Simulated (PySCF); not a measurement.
In(CF3)(OH)2 (CH2F3InO2), SMILES [OH][In]([OH])[C](F)(F)F. Atoms are numbered in the order given.

```xyz
9

In     0.2572     0.4707     0.3894
C     -0.6001    -1.1217    -0.9166
F     -1.9520    -1.1503    -0.8144
F     -0.1388    -2.3487    -0.5988
F     -0.2975    -0.8920    -2.2186
O      1.4574    -0.0038     1.9367
H      1.7236     0.8244     2.3835
O     -0.0341     2.4663     0.2212
H     -0.6176     2.6595    -0.5384
```
Charge 0, spin multiplicity 1.

The structure is a stationary point at PBE-D3(BJ)/def2-SVP. The structure was generated by enumeration; whether it is a known compound was not checked. The def2 effective core potentials stand for the cores of In; spin–orbit coupling is left out. One conformer was computed; it need not be the lowest.

Calculation: TDA-PBE/def2-SVPD in PySCF 2.14.0.

Vertical excitations. The molecule is in vacuum.

Computed UV-visible absorptions:
| state | energy (eV) | λ (nm) | f | main pairs |
|---|---|---|---|---|
| S1 | 4.19 | 296 | 0.000 | HOMO→LUMO 100 % |
| S2 | 4.69 | 264 | 0.035 | HOMO−1→LUMO 99 % |
| S3 | 4.99 | 248 | 0.007 | HOMO→LUMO+1 56 %, HOMO−3→LUMO 40 % |
| S4 | 5.35 | 232 | 0.077 | HOMO−2→LUMO 49 %, HOMO−1→LUMO+1 40 % |
| S5 | 5.52 | 225 | 0.008 | HOMO−2→LUMO+1 98 % |
| S6 | 5.74 | 216 | 0.000 | HOMO−3→LUMO+1 99 % |
| S7 | 6.05 | 205 | 0.187 | HOMO→LUMO+1 22 %, HOMO−3→LUMO 19 %, HOMO−2→LUMO 17 %, HOMO−1→LUMO+1 17 % |
| S8 | 6.16 | 201 | 0.220 | HOMO−1→LUMO+1 30 %, HOMO−3→LUMO 24 %, HOMO−2→LUMO 13 %, HOMO→LUMO+1 12 % |
| S9 | 6.34 | 196 | 0.023 | HOMO→LUMO+2 99 % |
| S10 | 6.67 | 186 | 0.030 | HOMO−4→LUMO 78 % |
| T1 | 3.88 | 319 | 0 | HOMO→LUMO 99 % |
| T2 | 4.13 | 300 | 0 | HOMO−2→LUMO 99 % |
| T3 | 4.27 | 290 | 0 | HOMO−1→LUMO 99 % |
| T4 | 4.48 | 277 | 0 | HOMO−3→LUMO 92 % |
Triplets are in the Tamm–Dancoff approximation.
